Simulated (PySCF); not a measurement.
C4H7FSi.
SMILES with atom numbers: `[CH:1]#[C:2][CH2:3][CH2:4][SiH2:5][F:6]` (hydrogens: H7 on C1; H8, H9 on C3; H10, H11 on C4; H12, H13 on Si5)

Cartesian coordinates in Å at the PBE0-D3(BJ)/def2-SVP level; atoms count from 1:
```xyz
13
C4H7FSi angstrom
C      3.1080   -0.5015    0.7253
C      1.9514   -0.1633    0.8460
C      0.5517    0.2266    0.9609
C     -0.3164   -0.2844   -0.1970
Si    -2.1070    0.2374   -0.0830
F     -2.1572    1.8673   -0.0517
H      4.1368   -0.7941    0.6253
H      0.4895    1.3271    1.0141
H      0.1563   -0.1428    1.9235
H     -0.2784   -1.3868   -0.2464
H      0.0882    0.0751   -1.1585
H     -2.7377   -0.2495    1.1781
H     -2.8790   -0.2284   -1.2689
```

Jobs on this species (13 atoms, 54 electrons) with PySCF (density fitting). Hardware of each: an Arm Neoverse V2 with one thread (shared host). Times come from a shared host and carry two figures at best. Peak memory is the resident size of the whole Python process, interpreter and libraries included.

```tsv
level and settings	work	basis functions	SCF cycles	wall time	peak memory
PBE0-D3(BJ)/def2-SVP, grid level 1	geometry optimisation from a GFN2-xTB start shaken at random	123	?	?	?
B97-D/pcSseg-1	shieldings	144	15	16 s	0.72 GiB
mPW1PW91/pcSseg-1	shieldings	144	14	14 s	0.78 GiB
PBE0/6-31G	shieldings, charges and field gradients	72	13	5.5 s	0.45 GiB
B3LYP/pcSseg-1	shieldings	144	14	13 s	0.76 GiB
PBE0/pcSseg-0	shieldings, charges and field gradients	72	14	4.8 s	0.46 GiB
PBE0/STO-3G	shieldings, charges and field gradients	41	13	2.8 s	0.41 GiB
PBE/pcSseg-1	shieldings	144	15	16 s	0.73 GiB
LDA/pcSseg-1	shieldings	144	15	13 s	0.71 GiB
```

Question: Fill in the missing figures.

Answer: 
- PBE0-D3(BJ)/def2-SVP, grid level 1; geometry optimisation from a GFN2-xTB start shaken at random: 36 s, 0.51 GiB, 47 SCF cycles

Question: What do all jobs in the table cost together?

Answer: About 2.0 min; the longest takes about 30 % of that, and about 13 times as long as the shortest.
